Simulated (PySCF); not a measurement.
Isomers of C7H12N2O, from PySCF 2.14.0, PBE0-D3(BJ)/def2-SVP geometry optimisation, gas phase. One conformer each, no zero-point energy, no frequencies.

Problem. Which is lower in electronic energy at this level?
A. `[CH3:1][CH:2]([CH3:3])[C@H:4]([C:5]#[N:6])[CH2:7][NH:8][CH:9]=[O:10]` with C1–C2–C4–C5 63°, C2–C4–C7–N8 -60°, C4–C7–N8–C9 108°, C7–N8–C9–O10 -2°: A = 1910, B = 877.7, C = 746.8 MHz, dipole 5.06 D
B. `[CH2:1]=[N:2]/[C:3]([CH3:4])=[CH:5]\[CH2:6][NH:7][C:8]([CH3:9])=[O:10]` with C1–N2–C3–C4 -6°, C3–C5–C6–N7 124°, C5–C6–N7–C8 112°, C6–N7–C8–C9 180°: A = 3397, B = 503.2, C = 485.4 MHz, dipole 4.28 D

Solution. A. That is `CC(C)[C@H](C#N)CNC=O`, 14.4 kcal/mol below the other.

```json
{"SMILES": "CC(C)[C@H](C#N)CNC=O", "mapped SMILES": "[CH3:1][CH:2]([CH3:3])[C@H:4]([C:5]#[N:6])[CH2:7][NH:8][CH:9]=[O:10]", "E (Eh)": "-457.84951", "relative (kcal/mol)": "0.0", "relative (kJ/mol)": "0.0", "dipole (D)": "5.06"}
{"SMILES": "C=N/C(C)=C\\CNC(C)=O", "mapped SMILES": "[CH2:1]=[N:2]/[C:3]([CH3:4])=[CH:5]\\[CH2:6][NH:7][C:8]([CH3:9])=[O:10]", "E (Eh)": "-457.82654", "relative (kcal/mol)": "14.4", "relative (kJ/mol)": "60.3", "dipole (D)": "4.28"}
```

As drawn, the lower has a C≡N group, which the higher lacks; the higher has a C=N bond and a C=C bond outside aromatic rings, which the lower lacks.
